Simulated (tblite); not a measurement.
Level: GFN2-xTB in tblite, geometry and Hessian alike; calculated harmonic values, unscaled, isolated species. This tight-binding method is rough: wavenumbers can miss measured ones by several per cent, in bad cases by 10 to 20. One conformer each. Thermal functions are those of the rigid rotor and harmonic oscillator, without mixing of conformers.

Question: Order these by their ideal-gas entropy at 500 K and 1 bar, highest first (J/(mol K)).
A. `CCc1ccp(C)c1C`
B. `CO[C@@H](C#N)C(F)=C=O`
C. `C=C[P-]CCC`
D. `FCC(F)(F)[C+]1C=C1Cl`
E. `S(S/C=C\C=O)CC#N`

Answer: A (548.7), E (519.4), B (500.2), D (495.2), C (446.5).

```csv
SMILES,atoms,mass (u),symmetry number,modes under 300 cm⁻¹,ZPE (kJ/mol),S translation (J/(mol K)),S rotation,S vibration,S,Cp
CCc1ccp(C)c1C,22,140.08,1,9,484.0,181.2,129.8,237.7,548.7,266.4
N#CCSS/C=C\C=O,14,158.98,1,7,233.6,182.8,131.7,204.8,519.4,205.6
CO[C@@H](C#N)C(F)=C=O,13,129.02,1,7,215.4,180.2,128.6,191.4,500.2,187.3
FCC(F)(F)[c+]1cc1Cl,12,154.99,1,6,172.3,182.5,130.9,181.8,495.2,186.4
C=C[P-]CCC,16,101.05,1,5,350.5,177.2,122.3,147.0,446.5,189.7
```

Entropies and Cp are for 500 K and 1 bar.
